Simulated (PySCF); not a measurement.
# Vibration and rotation of GeTe

RHF-CCSD(T) constants of GeTe, ¹Σ⁺ (singlet), closed shell (Ge def2-TZVPPD, Te def2-TZVPPD with ECP28; scalar-relativistic core potentials (PySCF 2.14); masses 73.9212 and 129.9062 u):

| Property | Result |
| --- | --- |
| ωe | 325.3 cm⁻¹ |
| ωexe | 0.628 cm⁻¹ |
| Be | 0.064746 cm⁻¹ |
| αe | 0.000168 cm⁻¹ |
| De to Ge + Te | 4.37 eV |

Question: What force constant and bond length do these constants imply?

Answer: Reduced mass μred = 47.113 u; k = 5.8918×10⁻⁷·μred·ωe² (u, cm⁻¹, mdyn/Å) = 2.94 mdyn/Å; Re = √(16.8576/(μred·Be)) (u, cm⁻¹, Å) = 2.351 Å.

Question: Estimate the centrifugal constant D from the Kratzer relation and find the Dunham coefficient a1.

Answer: D = 4Be³/ωe² = 1.03e-08 cm⁻¹; a1 = −1 − αeωe/(6Be²) = -3.17.

Measured values (Huber and Herzberg, Constants of Diatomic Molecules (1979)): ωe = 323.9 cm⁻¹, ωexe = 0.75 cm⁻¹, Be = 0.06533821 cm⁻¹, αe = 0.00017246 cm⁻¹.

Correlated steps freeze 13 core orbitals. Spin–orbit coupling is left out, which matters for elements this heavy, above all for dissociation energies. Where the molecule has an RHF reference, its open-shell atoms are computed with UHF.
